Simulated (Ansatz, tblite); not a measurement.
Cost and result up the ladder for the cluster Ga2As3⁻ (the lowest singlet isomer of a short search) (5 atoms). The state is a singlet with charge -1. Geometry: r2SCAN-D4/def2-SVPD.

Cartesian coordinates in Å:
```
Ga -0.8358 0.8074 0.9895
Ga -0.1047 -0.4818 -1.4437
As -2.0864 0.7208 -1.0085
As 0.9858 -0.6109 1.7595
As 2.0411 -0.4354 -0.2968
```

Ansatz on 4 threads of Arm Neoverse V2 on a shared host; xTB runs through tblite on one thread. Times are rough, summed over both states, and most runs start from the orbitals of an earlier one. r2SCAN0-D4/def2-TZVPD serves as the yardstick here, not as an exact answer. Differences are given only for rows in sets of like size (and for xTB, whose basis is part of the method), since another set adds its own error. The other state is a quintet at its own geometry, which has other bonds, so the gap mixes isomer and spin.

The 6-31G sets use Cartesian d functions. The xTB rows come from tblite. B3LYP takes the VWN-RPA correlation. Correlated methods freeze 45 core orbitals; core or outer-core shells of Ga, As are correlated, in sets that lack core-valence functions. At PBE0-D4/def2-TZVPD a singlet of charge -1 lies 1.32 eV below the quintet, each at its own geometry. The structure comes from a short search, and lower isomers may exist.

Run but left out: HF/6-31G (singlet: restricted singlet, unstable in another Hartree–Fock run and untested here); HF/def2-TZVPD (singlet: restricted singlet, unstable towards broken spin symmetry).

Correlated methods converge slowly with the basis.

xTB has no spin-polarisation term.

| level | functions | wall time | quintet − singlet (eV) | difference from r2SCAN0-D4/def2-TZVPD (eV) | remarks |
| --- | --- | --- | --- | --- | --- |
| GFN1-xTB | 45 | 0.014 s | 2.48 | 1.35 | – |
| GFN2-xTB | 45 | 0.014 s | 2.11 | 0.98 | – |
| B3LYP-D4/6-31G | 145 | 12 s | 1.56 | – | – |
| PBE-D4/def2-TZVPD | 270 | 19 s | 1.52 | 0.39 | HOMO above zero (quintet) |
| r2SCAN-D4/def2-TZVPD | 270 | 47 s | 1.35 | 0.21 | – |
| PBE0-D4/def2-TZVPD | 270 | 48 s | 1.31 | 0.18 | – |
| MP2/def2-TZVPD | 270 | 58 s | 1.95 | 0.81 | restricted SCF unstable (singlet), spin-contaminated (⟨S²⟩ 6.12) (quintet) |
| r2SCAN0-D4/def2-TZVPD | 270 | 68 s | 1.13 | 0.00 | – |
